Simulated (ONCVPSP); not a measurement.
## Pseudopotential generation for manganese (Mn): ONCV, PBE, scalar-relativistic.

ONCVPSP 4.0.1 was run on this input:

```
# ATOM AND REFERENCE CONFIGURATION
# atsym  z   nc   nv     iexc    psfile
  Mn 25.00    3    3        4      upf
#
#   n    l    f
    1    0    2.00
    2    0    2.00
    2    1    6.00
    3    0    2.00
    3    1    6.00
    3    2    4.00
#
# PSEUDOPOTENTIAL AND OPTIMIZATION
# lmax
    3
#
#   l,   rc,      ep,       ncon, nbas, qcut
    0    1.10    0.00    4    8   13.40
    1    1.45    0.00    4    8    7.70
    2    1.55    0.00    4    9   11.60
    3    1.50    0.17    4    7    8.50
#
# LOCAL POTENTIAL
# lloc, lpopt,  rc(5),   dvloc0
    4    5    0.80    2.00
#
# VANDERBILT-KLEINMAN-BYLANDER PROJECTORs
# l, nproj, debl
    0    2    3.10
    1    3    3.60
    2    2    1.00
    3    1    0.50
#
# MODEL CORE CHARGE
# icmod, fcfact, rcfact
    3    3.25    1.30
#
# LOG DERIVATIVE ANALYSIS
# epsh1, epsh2, depsh
   -6.00    5.00    0.04
#
# OUTPUT GRID
# rlmax, drl
    6.00    0.01
#
# TEST CONFIGURATIONS
# ncnf
    4
# nvcnf
#   n    l    f
    4
    3    0    2.00
    3    1    6.00
    3    2    5.00
    4    0    2.00
#
    4
    3    0    2.00
    3    1    6.00
    3    2    5.00
    4    0    1.00
#
    3
    3    0    2.00
    3    1    6.00
    3    2    5.00
#
    4
    3    0    2.00
    3    1    6.00
    3    2    5.50
    4    0    1.50
#
```

Command:

```bash
oncvpsp.x < Mn.dat > Mn.out
```

Output (shortened: citation, most of the input echo, consistency checks and plot data are left out):

```
ONCVPSP  (Optimized Norm-Conservinng Vanderbilt PSeudopotential)
scalar-relativistic version 4.0.1

#   n    l    f        energy (Ha)
    1    0    2.00    -2.3763748E+02
    2    0    2.00    -2.8703254E+01
    2    1    6.00    -2.4521935E+01
    3    0    2.00    -4.4771788E+00
    3    1    6.00    -3.3181826E+00
    3    2    4.00    -1.5141855E+00

Reference configufation results
  iterations    23
  all-electron total energy (Ha)   -1.15621816D+03

Begin loop to  construct optimized pseudo wave functions
and semi-local pseudopoentials for all angular momenta

WARNING wellstate: negative energy specified for n= 4 l=  0
WARNING scattering state with energy  0.25000000
WARNING will be used for the first projector

   Wellstate for l =  0  n =  6
     eigenvalue =   0.2500
     asymptotic potential =   0.7500
     half-point radius =  4.9929

Calculating optimized projector #   1

 for l=   0

    Fraction of norm inside rc  0.811931
    Optimizing pswf for qcut=  13.41 a_B^-1,  ecut=  89.95 Ha
    Residual kinetic energy error=  3.35D-08 Ha

    Energy error per electron        Cutoff
         Ha          eV             Ha
         0.01000     0.27211       41.71
         0.00100     0.02721       53.76
         0.00010     0.00272       63.82
         0.00001     0.00027       72.29

Calculating optimized projector #   2

 for l=   0

    Fraction of norm inside rc  0.015301
    Optimizing pswf for qcut=  13.41 a_B^-1,  ecut=  89.95 Ha
    Residual kinetic energy error=  5.29D-09 Ha

    Energy error per electron        Cutoff
         Ha          eV             Ha
         0.01000     0.27211       26.24
         0.00100     0.02721       42.18
         0.00010     0.00272       55.55
         0.00001     0.00027       66.09

   Wellstate for l =  1  n =  6
     eigenvalue =   0.2818
     asymptotic potential =   0.7818
     half-point radius =  5.6602

   Wellstate for l =  1  n =  7
     eigenvalue =   3.8818
     asymptotic potential =   4.3818
     half-point radius =  3.1915

Calculating optimized projector #   1

 for l=   1

    Fraction of norm inside rc  0.927369
    Optimizing pswf for qcut=   7.70 a_B^-1,  ecut=  29.68 Ha
    Residual kinetic energy error=  1.10D-04 Ha

    Energy error per electron        Cutoff
         Ha          eV             Ha
         0.01000     0.27211       20.67
         0.00100     0.02721       25.39
         0.00010     0.00272       30.78
         0.00001     0.00027       89.77

Calculating optimized projector #   2

 for l=   1

    Fraction of norm inside rc  0.029808
    Optimizing pswf for qcut=   7.70 a_B^-1,  ecut=  29.68 Ha
    Residual kinetic energy error=  2.86D-05 Ha

    Energy error per electron        Cutoff
         Ha          eV             Ha
         0.01000     0.27211       15.44
         0.00100     0.02721       22.02
         0.00010     0.00272       27.09
         0.00001     0.00027       35.02

Calculating optimized projector #   3

 for l=   1

    Fraction of norm inside rc  0.041227
    Optimizing pswf for qcut=   7.70 a_B^-1,  ecut=  29.68 Ha
    Residual kinetic energy error=  1.60D-04 Ha

    Energy error per electron        Cutoff
         Ha          eV             Ha
         0.01000     0.27211       19.22
         0.00100     0.02721       25.54
         0.00010     0.00272       30.61
         0.00001     0.00027       47.11

WARNING wellstate: negative energy specified for n= 4 l=  2
WARNING scattering state with energy  0.25000000
WARNING will be used for the first projector

   Wellstate for l =  2  n =  5
     eigenvalue =   0.2500
     asymptotic potential =   0.7500
     half-point radius =  4.0969

Calculating optimized projector #   1

 for l=   2

    Fraction of norm inside rc  0.845694
    Optimizing pswf for qcut=  11.59 a_B^-1,  ecut=  67.17 Ha
    Residual kinetic energy error=  5.40D-08 Ha

    Energy error per electron        Cutoff
         Ha          eV             Ha
         0.01000     0.27211       38.62
         0.00100     0.02721       46.48
         0.00010     0.00272       53.01
         0.00001     0.00027       57.99

Calculating optimized projector #   2

 for l=   2

    Fraction of norm inside rc  0.049055
    Optimizing pswf for qcut=  11.59 a_B^-1,  ecut=  67.17 Ha
    Residual kinetic energy error=  9.74D-08 Ha

    Energy error per electron        Cutoff
         Ha          eV             Ha
         0.01000     0.27211       33.63
         0.00100     0.02721       43.67
         0.00010     0.00272       51.64
         0.00001     0.00027       57.65

   Wellstate for l =  3  n =  4
     eigenvalue =   0.1700
     asymptotic potential =   0.6700
     half-point radius =  2.5997

Calculating optimized projector #   1

 for l=   3

    Fraction of norm inside rc  0.046538
    Optimizing pswf for qcut=   8.49 a_B^-1,  ecut=  36.05 Ha
    Residual kinetic energy error=  5.56D-06 Ha

    Energy error per electron        Cutoff
         Ha          eV             Ha
         0.01000     0.27211        9.87
         0.00100     0.02721       19.30
         0.00010     0.00272       27.55
         0.00001     0.00027       34.30

Construct Vanderbilt / Kleinmman-Bylander projectors

B matrix Hermiticity error, ll=   0
   1   2    3.3911E-04

  Orthonormal projector coefficients  2.3369E+01  1.9884E+00

B matrix Hermiticity error, ll=   1
   1   2    2.2170E-04
   1   3   -4.1290E-04
   2   3    7.4495E-05

  Orthonormal projector coefficients  1.2393E+01  2.9932E+00 -1.2854E+00

B matrix Hermiticity error, ll=   2
   1   2   -1.0965E-04

  Orthonormal projector coefficients -4.5631E+00 -2.0192E+00

Model core correction analysis
  based on d2Exc/dn_idn_j

d2excae - all-electron derivatives

   -4.406874D-02   -4.099251D-02   -3.247015D-02
   -4.099279D-02   -3.936079D-02   -3.207496D-02
   -3.247064D-02   -3.207523D-02   -3.084460D-02

d2excps - pseudofunction derivatives with no core correction

   -4.503913D-02   -4.240452D-02   -3.576693D-02
   -4.240470D-02   -4.065943D-02   -3.478183D-02
   -3.576727D-02   -3.478200D-02   -3.268131D-02

rms 2nd derivative error    2.270075E-03

rmatch, rhocmatch    0.4467   30.6709

Teter function model core charge with specified parameters

d2excps - pseudofunction derivatives with core correction

   -4.346959D-02   -4.073140D-02   -3.504876D-02
   -4.073167D-02   -3.878561D-02   -3.407843D-02
   -3.504911D-02   -3.407854D-02   -3.233513D-02

rms 2nd derivative error    1.645624E-03

Pseudoatom total energy -100.901752

Diagnostic tests using Vanderbilt-Kleinman-Bylander pseudopotentials
  1 or more projectors used as specified by nproj input data

   l    rcore       rmatch      e in        delta e   norm test  slope test

   0   1.1024142   1.1358859  -4.4771788  -0.0000155   1.0001634   1.0001823
   0   1.1024142   1.1358859   0.2500000   0.0000767   1.0004517   1.0004517

   1   1.4516166   1.4956908  -3.3181826  -0.0000100   1.0001629   1.0001658
   1   1.4516166   1.4956908   0.2818174   0.0000871   1.0002292   1.0002292
   1   1.4516166   1.4956908   3.8818174   0.0000770   1.0004295   1.0004295

   2   1.5503498   1.5974218  -1.5141855  -0.0000040   1.0000918   1.0001068
   2   1.5503498   1.5974218   0.2500000   0.0000232   1.0001862   1.0001862

   3   1.5046650   1.5503498   0.1700000   0.0000523   1.0000057   1.0000057

 Testing for bound ghosts
   n   l    E NL Schr. Eq   E Basis Diag.   E Cutoff

   1   0       -4.477194       -4.477135    216.25

   2   1       -3.318193       -3.318188    188.21

   3   2       -1.514190       -1.513980    184.62

       3                       -0.034448     93.78  WARNING - GHOST(-)

 Testing for highly-localized positive-energy ghosts
       l    <radius>/rc     E Basis Diag.   E Cutoff

Test configuration 0

   n   l     f        eae           eps        diff
   1   0  2.0000 -237.63747944
   2   0  2.0000  -28.70325357
   2   1  6.0000  -24.52193477
   3   0  2.0000   -4.47717876   -4.47719424   -1.55D-05
   3   1  6.0000   -3.31818261   -3.31819265   -1.00D-05
   3   2  4.0000   -1.51418555   -1.51418956   -4.01D-06

    Total energies and differences
      AE_ref= -1.15621816D+03  AE_tst= -1.15621816D+03  dif=  0.00D+00
      PS_ref= -1.00901752D+02  PS_tst= -1.00901752D+02  dif= -2.56D-13
      PSP excitation error=  2.56D-13

Test configuration 1

   n   l     f        eae           eps        diff
   1   0  2.0000 -236.28156533
   2   0  2.0000  -27.33959878
   2   1  6.0000  -23.15901013
   3   0  2.0000   -3.15601129   -3.15533571    6.76D-04
   3   1  6.0000   -2.00626481   -2.00573176    5.33D-04
   3   2  5.0000   -0.24883309   -0.25000967   -1.18D-03
   4   0  2.0000   -0.18768735   -0.18744168    2.46D-04

    Total energies and differences
      AE_ref= -1.15621816D+03  AE_tst= -1.15829576D+03  dif= -2.08D+00
      PS_ref= -1.00901752D+02  PS_tst= -1.02980047D+02  dif= -2.08D+00
      PSP excitation error=  6.99D-04

Test configuration 2

   n   l     f        eae           eps        diff
   1   0  2.0000 -236.58646210
   2   0  2.0000  -27.63769634
   2   1  6.0000  -23.45768062
   3   0  2.0000   -3.45823770   -3.45767929    5.58D-04
   3   1  6.0000   -2.30896586   -2.30850971    4.56D-04
   3   2  5.0000   -0.54785911   -0.54935874   -1.50D-03
   4   0  1.0000   -0.43650685   -0.43607399    4.33D-04

    Total energies and differences
      AE_ref= -1.15621816D+03  AE_tst= -1.15798646D+03  dif= -1.77D+00
      PS_ref= -1.00901752D+02  PS_tst= -1.02671058D+02  dif= -1.77D+00
      PSP excitation error=  1.01D-03

Test configuration 3

   n   l     f        eae           eps        diff
   1   0  2.0000 -236.94529016
   2   0  2.0000  -27.98656573
   2   1  6.0000  -23.80738106
   3   0  2.0000   -3.81096504   -3.81070987    2.55D-04
   3   1  6.0000   -2.66172490   -2.66150748    2.17D-04
   3   2  5.0000   -0.89366356   -0.89572240   -2.06D-03

    Total energies and differences
      AE_ref= -1.15621816D+03  AE_tst= -1.15741322D+03  dif= -1.20D+00
      PS_ref= -1.00901752D+02  PS_tst= -1.02098298D+02  dif= -1.20D+00
      PSP excitation error=  1.49D-03

Test configuration 4

   n   l     f        eae           eps        diff
   1   0  2.0000 -236.19642943
   2   0  2.0000  -27.24249840
   2   1  6.0000  -23.06302803
   3   0  2.0000   -3.07014699   -3.06886367    1.28D-03
   3   1  6.0000   -1.92333184   -1.92217528    1.16D-03
   3   2  5.5000   -0.17975637   -0.18079514   -1.04D-03
   4   0  1.5000   -0.16841615   -0.16795455    4.62D-04

    Total energies and differences
      AE_ref= -1.15621816D+03  AE_tst= -1.15831347D+03  dif= -2.10D+00
      PS_ref= -1.00901752D+02  PS_tst= -1.02998482D+02  dif= -2.10D+00
      PSP excitation error=  1.43D-03
```

The run took about 6.5 s on one core of a shared server CPU.
